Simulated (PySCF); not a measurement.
**Heteronuclear NMR**

Structure with atom numbers: `[CH2:1]=[CH:2][c:3]1[cH:4][cH:5][cH:6][c:7]([C:8](=[O:9])[F:10])[cH:11]1`. Each H is labelled by its parent atom. Ha(C1) is cis to C3; Hb(C1) is trans to C3.

Level of theory: σ from GIAO-PBE0/pcSseg-1, structure optimised with GFN2-xTB, in PySCF 2.14 (no solvent model, no relativistic terms, single conformer).

Question: Predict the ¹⁹F NMR data.

Answer: 
```csv
atoms,environment,σ (ppm),δ (ppm)
F10,fluorine bonded to C,153.6,7.5
```

Shieldings were converted by a linear fit to measured shifts: ¹⁹F (scatter 6.0 ppm rms, 7.0 ppm with the 5 outliers that the fit left out vs CFCl3, solution or neat liquid, with a term for F on sp3 carbon). Occasional misses reach two or three times the rms, and more in compound classes unlike the fitted ones.

On a 600 MHz spectrometer ¹⁹F resonates near 564.6 MHz, so 1 ppm is 564.6 Hz.

Question: Predict the ¹⁷O NMR data.

Answer: 
| atoms | environment | σ (ppm) | δ (ppm) |
| --- | --- | --- | --- |
| O9 | carbonyl oxygen | -95.1 | 353.3 |

Shieldings were converted by a linear fit to measured shifts: ¹⁷O (scatter 10.7 ppm rms, 12.2 ppm with the 3 outliers that the fit left out vs liquid water, solution or neat liquid). Occasional misses reach two or three times the rms, and more in compound classes unlike the fitted ones.

On a 600 MHz spectrometer ¹⁷O resonates near 81.3 MHz, so 1 ppm is 81.3 Hz.
